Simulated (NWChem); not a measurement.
System: 1,1,1,3,3-pentafluoropropane (C$_{3}$H$_{3}$F$_{5}$); SMILES C(C(F)F)C(F)(F)F

```xyz
11

F     -0.7873    -2.5271    -0.0908
C     -0.0886    -1.4124     0.2806
F      1.2168    -1.5898    -0.0733
C     -0.6733    -0.2067    -0.4394
C     -0.0594     1.1191    -0.0290
F      1.2410     1.2095    -0.3737
F     -0.7137     2.1484    -0.6127
F     -0.1383     1.2939     1.3165
H     -0.1396    -1.3146     1.3891
H     -0.5406    -0.3425    -1.5305
H     -1.7584    -0.1581    -0.2251
```
Atoms are numbered in this order, from 1.

Program: NWChem. Medium grid unless said otherwise, to which SCAN and Minnesota functionals are sensitive. All runs use the structure optimised with PBE-D3(BJ)/def2-SVP. Hybrids' shares of exact exchange are those that their runs print; pure functionals count as 0. The functionals differ in more than this share.

| row | share of exact exchange | highest occupied level (eV) |
|---|---|---|
| PBE/def2-SVP | 0.00 | -8.08 |
| HCTH/407/def2-SVP | 0.00 | -8.39 |
| TPSSh/def2-SVP | 0.10 | withheld |
| B3LYP/def2-SVP | 0.20 | -9.74 |
| MN15/def2-SVP | 0.44 | -10.87 |

Task: Fit a straight line of the last column on the one before it, predict the withheld value, and compare with the run.

Result: 
1. Means of the 4 shown rows: x = 0.160, y = -9.270. Slope Σ(x − x̄)(y − ȳ)/Σ(x − x̄)² = -0.7980/0.1312 = -6.082; intercept -8.297.
2. The shown rows scatter about the line by 0.172 (root mean square); the largest residual is -0.23, at B3LYP/def2-SVP.
3. At x = 0.10 (TPSSh/def2-SVP; inside the shown range) the line gives -8.91.
4. The run gives -9.05, -0.14 from the line, 0.8 times the scatter.
